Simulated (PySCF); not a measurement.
# Multinuclear NMR of C5H4F4O2

Atom-mapped SMILES (the numbers label the heavy atoms): `[F:1][CH:2]([F:3])[O:4][C:5]1([O:6][CH:7]([F:8])[F:9])[CH:10]=[CH:11]1`. Hydrogens are named by the atom that carries them.

Computed data (PySCF 2.14.0 with density-fitted response routines): spin–spin couplings from B3LYP/pcJ-1 (spin–dipole term only in couplings to heteroatoms), PBE0/pcSseg-1 with gauge-including orbitals, structure optimised with PBE0-D3(BJ)/def2-SVP. In vacuum, one averaged value for each set of equivalent atoms, one computed conformer, non-relativistic Hamiltonian.

(1) Where does ¹⁹F resonate?

(2) What are the ¹⁷O shifts?

## Answers

(1) 
```json
{"atoms": "F1/F3/F8/F9", "environment": "fluorine of a CF2 group", "σ (ppm)": "277.3", "δ (ppm)": "-85.6"}
```

Shieldings were converted by a linear fit to measured shifts: ¹⁹F (scatter 6.9 ppm rms, 7.7 ppm with the 5 outliers that the fit left out vs CFCl3, solution or neat liquid, with a term for F on sp3 carbon). Occasional misses reach two or three times the rms, and more in compound classes unlike the fitted ones. Couplings are scaled by factors fitted to measured values: ³J(H,H) × 0.91 (rms 0.4 Hz, 0.5 with 2 outliers), ¹J(C,F) × 0.77 (rms 7.3 Hz), ³J(C,F) × 1.48 (rms 1.3 Hz); all others are unscaled and can be 10–30 % off.

Couplings (the largest are listed; each averaged over equivalent pairs): ¹J(F1,C2) = -248.2 Hz, ²J(F1,F3) = 126.5 Hz, ²J(F1,H(C2)) = 84.5 Hz, ²J(F1,O4) = -32.4 Hz, ³J(F1,C5) = 6.3 Hz.

On a 500 MHz spectrometer ¹⁹F resonates near 470.5 MHz, so 1 ppm is 470.5 Hz.

(2) 
```
atoms   environment  σ (ppm)  δ (ppm)
O4/O6  ether oxygen    167.2    115.0
```

Shieldings were converted by a linear fit to measured shifts: ¹⁷O: δ = 264.06 − 0.892σ (rms 13.4 ppm, 147 shifts, 14.2 ppm with the 1 outlier that the fit left out vs liquid water, solution or neat liquid). Occasional misses reach two or three times the rms, and more in compound classes unlike the fitted ones. Couplings are scaled by factors fitted to measured values: ³J(H,H) × 0.91 (rms 0.4 Hz, 0.5 with 2 outliers), ¹J(C,F) × 0.77 (rms 7.3 Hz), ³J(C,F) × 1.48 (rms 1.3 Hz); all others are unscaled and can be 10–30 % off.

Couplings (the largest are listed; each averaged over equivalent pairs; quadrupolar broadening usually hides them): ²J(F1,O4) = -32.4 Hz, ²J(O4,H(C2)) = -4.5 Hz.

On a 400 MHz spectrometer ¹⁷O resonates near 54.2 MHz, so 1 ppm is 54.2 Hz.
